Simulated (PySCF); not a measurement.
From one molecule to another.

First species: sec-butyl formate, C₅H₁₀O₂.
Atom-mapped SMILES: `[CH3:1][CH2:2][C@@H:3]([CH3:4])[O:5][CH:6]=[O:7]` (hydrogens: H8, H9, H10 on C1; H11, H12 on C2; H13 on C3; H14, H15, H16 on C4; H17 on C6)

Second species: C₅H₁₀O₂.
Z-matrix (Å and degrees, GFN2-xTB geometry), rows numbered from 1:
```
C 
O   1  1.4097
C   2  1.4065  1  115.58
C   3  1.5245  2  113.75  1   -61.29
C   3  1.5379  2  111.04  1   167.76
O   5  1.4277  3   91.25  2  -122.95
C   6  1.4278  5   92.71  3     7.91
H   1  1.0883  2  105.91  3  -168.85
H   1  1.0949  2  111.55  3   -50.00
H   1  1.0945  2  111.74  3    72.56
H   4  1.0881  3  109.63  2   -50.34
H   4  1.0863  3  109.52  2  -170.10
H   4  1.0881  3  110.73  2    70.24
H   5  1.0912  3  116.73  2   121.05
H   5  1.0930  3  112.85  2    -8.36
H   7  1.0924  3  116.78  2  -126.42
H   7  1.0944  3  113.81  2     4.00
```

Levels: PBE0/def2-SVPD for dipole moment, HOMO energy, LUMO energy, HOMO–LUMO gap, static isotropic polarisability and electronic spatial extent ⟨r²⟩ about the centre of nuclear charge; TDDFT PBE0/def2-SVPD for lowest singlet excitation; TDA PBE0/def2-SVPD for lowest triplet excitation (Tamm–Dancoff); GFN2-xTB for rotational constant A and rotational constant C. Geometries: GFN2-xTB. All species are isolated and taken at one optimised geometry, non-relativistic unless stated; the electronic structure was computed with PySCF and density fitting.

Dipoles, sizes and rotational constants follow the conformer. The torsions of the flexible species, by atom-mapped SMILES:
- `[CH3:1][CH2:2][C@@H:3]([CH3:4])[O:5][CH:6]=[O:7]`: C1–C2–C3–C4 175°, C2–C3–O5–C6 150°, C3–O5–C6–O7 0°
- `[CH3:1][O:2][C:3]1([CH3:4])[CH2:5][O:6][CH2:7]1`: C1–O2–C3–C4 -61°

```
                                                         property   column X   column Y
                                                    dipole moment     2.40 D     2.37 D
                                                      HOMO energy   -7.31 eV   -8.25 eV
                                                      LUMO energy    0.58 eV    0.11 eV
                                                    HOMO–LUMO gap    7.89 eV    8.36 eV
                                        lowest singlet excitation    6.86 eV    5.96 eV
                         lowest triplet excitation (Tamm–Dancoff)    6.53 eV    5.37 eV
                                  static isotropic polarisability    66.8 au    68.4 au
electronic spatial extent ⟨r²⟩ about the centre of nuclear charge  756 bohr²  885 bohr²
                                            rotational constant A  4.486 GHz  3.792 GHz
                                            rotational constant C  1.911 GHz  1.457 GHz
```

Q: Which column belongs to which species?

A: Column X is the second species and column Y the first. The first has 17 atoms and 56 electrons, the second 17 and 56.

Q: How does each property change from the first species to the second?

A: dipole moment +0.03 D; HOMO energy +0.94 eV; LUMO energy +0.47 eV; HOMO–LUMO gap -0.47 eV; lowest singlet excitation +0.90 eV; lowest triplet excitation (Tamm–Dancoff) +1.16 eV; static isotropic polarisability -1.6 au; electronic spatial extent ⟨r²⟩ about the centre of nuclear charge -129 bohr²; rotational constant A +0.694 GHz; rotational constant C +0.454 GHz.

On the first: The dipole equals about 7.9 × 10⁻³⁰ C·m (1 D = 3.33564 × 10⁻³⁰ C·m).

On the second: A dipole of 2.40 D is allowed in C1, and pure rotational transitions are dipole-allowed. The 6 singlets span 6.86 to 7.73 eV, and their oscillator strengths add up to 0.04.
